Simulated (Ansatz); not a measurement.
Mulliken charges of C$_{2}$H$_{4}$BrFSi, SMILES `F[Si]1(Br)CC1` from ωB97M-V/def2-TZVPP in Ansatz (PBE0-D4/def2-TZVP geometry).

| atom | x (Å) | y (Å) | z (Å) | charge (e) |
| --- | --- | --- | --- | --- |
| F1 | 1.095 | 2.057 | -0.216 | -0.288 |
| Si2 | 0.852 | 0.489 | -0.257 | 0.607 |
| Br3 | 2.675 | -0.489 | -0.973 | -0.153 |
| C4 | -0.795 | -0.176 | -0.583 | -0.305 |
| C5 | -0.269 | -0.297 | 0.921 | -0.305 |
| H6 | -1.640 | 0.493 | -0.718 | 0.112 |
| H7 | -0.925 | -1.118 | -1.107 | 0.109 |
| H8 | -0.091 | -1.309 | 1.272 | 0.109 |
| H9 | -0.814 | 0.303 | 1.644 | 0.112 |

Q: By hand: the dipole of these point charges (1 e Å = 4.8032 D).

A: Σ q r = (-0.269, -0.252, 0.074) e Å, of length 0.376 e Å = 1.81 D.

Q: How does the dipole of the full density compare? (Best estimate.)

A: Ansatz gave: (-0.229, -0.173, 0.066) e Å, 1.41 D; the point charges give 1.28 times that, at 6° from its direction.

Point charges leave out the atoms' own dipoles, such as those of lone pairs, and Mulliken's split depends on the basis, so the two needn't agree.
